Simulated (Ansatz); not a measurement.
H4P (SMILES [PH4+]), charge 1, multiplicity 1, relaxed at each level with Ansatz (an electronic-structure program); harmonic frequencies from differences of analytic forces, average atomic masses, frozen cores.

| level | harmonic frequencies (cm⁻¹) | ZPE (eV) | cost over HF/def2-TZVPP (rough) |
|---|---|---|---|
| HF/def2-TZVPP | 1106 1106 1106 1228 1228 2644 2691 2691 2691 | 1.022 | ×1 |
| PBE/def2-TZVPP | 936 936 936 1091 1091 2429 2482 2482 2482 | 0.921 | ×1 |
| r2SCAN/def2-TZVPP | 974 974 974 1133 1133 2497 2550 2550 2550 | 0.951 | ×2 |
| B3LYP/def2-TZVPP | 992 992 992 1135 1135 2498 2549 2549 2549 | 0.954 | ×1 |
| PBE0/def2-TZVPP | 977 977 977 1128 1128 2505 2557 2557 2557 | 0.952 | ×1 |
| CCSD(T)/cc-pV(T+d)Z | 1007 1007 1007 1145 1145 2532 2584 2584 2584 | 0.967 | ×10 |
